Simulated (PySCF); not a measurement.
C₂H₄Cl₂Ge, SMILES C=[CH][GeH]([Cl])[Cl].

Geometry optimised at r2SCAN-D4/def2-SVP. The structure was generated by enumeration, and PubChem lists no compound with its InChIKey, so it may never have been made. One conformer was computed; it need not be the lowest.

Level of theory: r2SCAN-D4/def2-SVP in PySCF 2.14.0.

Frequencies are harmonic and unscaled.

```tsv
mode	ν (cm⁻¹)	IR (km/mol)	Raman (Å⁴/amu)	depolarisation	moving atoms (share of kinetic energy)
1	70	0.3	7.2	0.75	C 46 %, H 28 %, Cl 18 %
2	132	1.3	3.8	0.72	Cl 45 %, C 27 %, H 16 %, Ge 13 %
3	146	3.2	3.1	0.75	Cl 64 %, C 20 %, Ge 10 %
4	176	4.0	2.3	0.63	Cl 30 %, Ge 27 %, H 25 %, C 19 %
5	336	4.3	3.6	0.41	C 58 %, H 20 %, Ge 15 %
6	408	31.3	12.1	0.05	Cl 74 %, Ge 22 %
7	432	80.7	3.5	0.74	Cl 58 %, Ge 40 %
8	513	33.7	8.1	0.75	H 64 %, C 31 %
9	602	20.3	5.8	0.17	C 61 %, H 24 %, Ge 15 %
10	714	78.0	12.4	0.72	H 92 %
11	739	89.1	16.1	0.74	H 95 %
12	985	20.6	0.3	0.71	H 72 %, C 28 %
13	994	6.3	4.0	0.68	H 85 %, C 15 %
14	1017	20.4	0.1	0.67	H 95 %
15	1257	4.1	8.2	0.21	H 73 %, C 27 %
16	1403	17.3	19.1	0.51	H 85 %, C 15 %
17	1660	2.8	12.2	0.10	C 86 %, H 14 %
18	2179	99.1	218.8	0.19	H 99 %
19	3124	8.0	117.2	0.22	H 95 %
20	3152	1.1	158.6	0.26	H 91 %, C 9 %
21	3228	0.7	90.4	0.60	H 89 %, C 11 %
```
